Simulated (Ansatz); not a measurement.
Program: Ansatz. Geometries: PBE0-D4/def2-TZVP. ΔE: electronic, gas phase. CCSD(T)/CBS adds triple-zeta CCSD(T) − MP2 to the extrapolated MP2 energy (def2 sets, frozen cores). Functionals use def2-TZVPP. Elements past krypton have def2 core potentials. For Ge, Sn outer-core shells are correlated without core-valence functions, which leaves a few kJ/mol of doubt a bond. Scalar relativity is left out up to krypton. Each species was taken in one conformer, which may not be the lowest.

Reaction (redistribution): `[OH][Ge][O][SiH3]` + `CC(C)[O][Sn][Cl]` → `CC(C)[O][Ge][OH]` + `[SiH3][O][Sn][Cl]`

```tsv
level	ΔE (kJ/mol)
B2PLYP	-0.2
HF/def2-QZVPP	-3.6
```

**Question.** What does CCSD(T)/CBS give? (Best estimate.)

**Answer.** Ansatz gave: -1.7 kJ/mol. The listed levels differ from it by 1.5, -1.9 kJ/mol.

Largest T1 diagnostic among the species: 0.015.
